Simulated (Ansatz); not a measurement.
Consider the redistribution: `[OH][Y]([Cl])[Cl]` + `[F][Ge][Br]` → `[F][Y]([Cl])[Cl]` + `[OH][Ge][Br]`.

Gas-phase electronic energies from Ansatz, PBE0-D4/def2-TZVP geometries. CCSD(T)/CBS is the MP2 limit (def2-TZVPP, def2-QZVPP) plus CCSD(T) − MP2 in def2-TZVPP, frozen cores. Functionals use def2-TZVPP. def2 core potentials past Kr. For Br, Ge, Y outer-core shells are correlated without core-valence functions, which leaves a few kJ/mol of doubt a bond. Scalar relativity is left out up to krypton. One conformer a species, not always the lowest.

```csv
species,BHLYP energy (Eh)
`[OH][Y]([Cl])[Cl]`,-1034.75815
`[F][Ge][Br]`,-4751.06868
`[F][Y]([Cl])[Cl]`,-1058.80544
`[OH][Ge][Br]`,-4727.03102
```

Task: Work out ΔE.

Result: ΔE = (-1058.80544) + (-4727.03102) − (-1034.75815) − (-4751.06868) = -0.00963 Eh = -0.26 eV. CCSD(T)/CBS gives -0.30 eV.

Largest T1 diagnostic among the species: 0.013.

Leaving LDA and LC-ωPBE aside and taking each functional with its dispersion term where it has one, the values, not all of them listed here, spread over 0.08 eV, from revPBE-D4 to BHLYP-D4.
